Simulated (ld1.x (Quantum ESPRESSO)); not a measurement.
Configuration tests for Re (Z = 75) (TM)

```
Element                 : rhenium (Re)
Generator               : ld1.x (Quantum ESPRESSO) 7.5
Type                    : norm-conserving Troullier–Martins (Kleinman–Bylander form)
Functional              : BLYP
Relativity              : scalar-relativistic
Frozen core             : [Kr] 4d10 4f14
Valence charge          : 15
Reference configuration : 5s2 5p6 5d5 6s1.5 6p0 (charge +0.5)
Partial waves           : 5s (bound): rc 1.85 bohr; 5p (bound): rc 1.25 bohr; 5d (bound): rc 1.40 bohr
Local potential         : the d channel
Core correction         : none
```

Occupied shells without a wave of their own: 6s. They enter only through the test configuration that unscreens the potential.

Energies are relative to the spin-unpolarised reference configuration 5s2 5p6 5d5 6s1.5 6p0; without spin polarisation the order of configurations can differ from experiment.

```tsv
valence configuration	charge	ΔE all-electron (eV)	error AE − PS (meV)
5s2 5p6 5d5 6s1 6p0	+1	5.451	+205
5s2 5p6 5d5 6s0 6p0	+2	21.841	+736
5s2 5p6 5d6 6s0 6p0	+1	5.721	+540
5s2 5p6 5d4 6s0 6p0	+3	48.908	+930
5s2 5p6 5d5.5 6s1.5 6p0	0	-3.333	+1.8
```

Task: What are ΔE and the potential's error for 5s2 5p6 5d5 6s2 6p0?

Result: ΔE = -3.740 eV all-electron; the error (AE − PS) is -167 meV.

Task: What are ΔE and the potential's error for 5s1 5p6 5d5 6s2 6p0?

Result: ΔE = 87.896 eV all-electron; the error (AE − PS) is -1248 meV.

Levels in the configuration 5s2 5p6 5d5 6s1 6p0:

```csv
level,all-electron (eV),pseudo (eV)
5s,-92.929,-92.851
5p,-54.672,-54.595
5d,-12.829,-12.761
6s,-12.681,-12.227
```

ld1.x printed “convergence not achieved” for 7 of the counted tests; their residual had stalled under 1e-8, short of the target of 1e-14. The 6s level has no wave, so the channel is fitted at the deeper level alone: the likely source of the large errors.

Note: ghost state, extra bound levels that the all-electron valence spectrum of the same l lacks: p at -71.0 eV. A true bound ghost makes a file unfit for plane-wave use. The potential misses its own reference levels by up to 0.4 eV.
